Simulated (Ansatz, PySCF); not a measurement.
Gas-phase reaction in SMILES: [F][Ge]([F])[F] → [F][Ge-]([F])[F] (an electron is taken up)
Structures are relaxed separately at B3LYP-D3(BJ)/def2-TZVP in Ansatz (an electronic-structure program).
Geometry of the first species:
SMILES: [F][Ge]([F])[F]
```xyz
4

Ge     0.2273    -0.1978    -0.0141
F      0.7837     1.4450     0.0126
F     -0.8472    -0.3310    -1.3693
F     -0.7447    -0.4108     1.4068
```
Charge 0, spin multiplicity 2.

Wanted: adiabatic electron affinity (0 K, with B3LYP-D3(BJ) harmonic zero-point energies from PySCF), positive where the reaction releases energy, in eV. Valence correlation only, unless marked. UHF or UKS for open shells. No spin-orbit coupling. Frozen are the shells of the preceding noble gas and the d and f shells that filled before the atom's block. No relativistic terms. Anions need diffuse functions: aug- sets have them; def2-D sets add few; the other sets have none. Basis-set limits of correlation are two-point, X^-3; Hartree-Fock from the larger set. The bracket is a focal-point correction in the basis named.

```tsv
level	program	adiabatic electron affinity (eV)
B3LYP-D3(BJ)/def2-TZVPD	Ansatz + dftd3	3.81
PBE0/def2-TZVPD	Ansatz	3.53
PBE0/def2-QZVPP	Ansatz	3.44
M06-2X/def2-TZVPD	PySCF	3.42
HSE06/def2-TZVPD	Ansatz	3.51
MP2/STO-3G	Ansatz	-3.24
MP2/cc-pVTZ	Ansatz	3.01
RI-MP2/CBS(aug-cc-pVTZ,aug-cc-pVQZ)	Ansatz	3.44
CCSD/cc-pVDZ	Ansatz	2.90
RI-MP2/CBS(aug-cc-pVTZ,aug-cc-pVQZ)+[CCSD(T)-MP2]/aug-cc-pVDZ	Ansatz	3.56
```
